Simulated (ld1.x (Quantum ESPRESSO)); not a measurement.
thallium: one change to an RRKJ potential, before and after

- Element: Tl (Z = 81)
- Generator: ld1.x (Quantum ESPRESSO) 7.5
- Type: norm-conserving RRKJ (Kleinman–Bylander form)
- Functional: PBE
- Relativity: scalar-relativistic
- Frozen core: [Xe] 4f14 5d10
- Valence charge: 3
- Reference configuration: 6s2 6p0 (charge +1)
- Partial waves: 6p (bound, empty): rc 2.10 bohr; 6s (bound): rc 1.65 bohr
- Local potential: the s channel
- Core correction: Bessel-smoothed model core, default radius (core density twice the valence density)
- rho0: 0.02

All-electron outer shells of the reference configuration (PBE, scalar-relativistic, ld1.x):

| shell | level (eV) | outermost node (bohr) | outermost maximum (bohr) |
| --- | --- | --- | --- |
| 5d | -22.75 | 0.53 | 1.11 |
| 6s | -16.31 | 1.04 | 2.05 |
| 6p | -8.19 | 1.22 | 2.70 |

Change: fully relativistic.

Cutoffs: the cutoffs (Ry, on a coarse ladder) from which the occupation-weighted sum of valence levels, in a spherical-Bessel basis at the reference potential, stays within 10 and 1 mRy of its value at 400 Ry; they do not see the model core or the augmentation charge, which bear on the density cutoff. Errors are all-electron minus pseudo energies relative to the spin-unpolarised reference configuration.

Question: Predict the effect on cutoff, ghosts and configuration errors.

Answer: The potential gets neither clearly harder nor softer (40 Ry and 90 Ry → 40 Ry and 90 Ry); both files keep a bound ghost (d); of the 7 tests that both files solve, the error grows in 3 and shrinks in 0 by more than 15 % and 0.3 meV (median size 28.8 → 34.4 meV).

| quantity | base | changed |
| --- | --- | --- |
| cutoff, loose | 40 Ry | 40 Ry |
| cutoff, tight | 90 Ry | 90 Ry |
| bound ghosts | d | d |
| error for 6s2 6p1, meV [ΔE -5.17 → -5.27 eV] | -22 | -26 |
| error for 6s1 6p0, meV [ΔE 20.78 → 20.79 eV] | -216 | -211 |
| error for 6s2 6p0.5, meV [ΔE -3.31 → -3.37 eV] | -7.1 | -9.4 |
| error for 6s1 6p1, meV [ΔE 8.28 → 8.15 eV] | -50 | -46 |
| error for 6s0 6p3, meV [ΔE 10.04 → 9.68 eV] | -118 | -106 |
| error for 6s1 6p2, meV [ΔE 2.24 → 2.01 eV] | -20 | -18 |
| error for 6s2 6p1.3, meV [ΔE -5.66 → -5.79 eV] | -29 | -34 |
| s: phases at 2.31 bohr within 0.05 rad from the reference energy up to (Ry; the scan ends near 5) | 1.1 | 1.0 |

 A true bound ghost makes a file unfit for plane-wave use even where its test errors are small: the radial tests pick states by their node count and pass the ghost by.
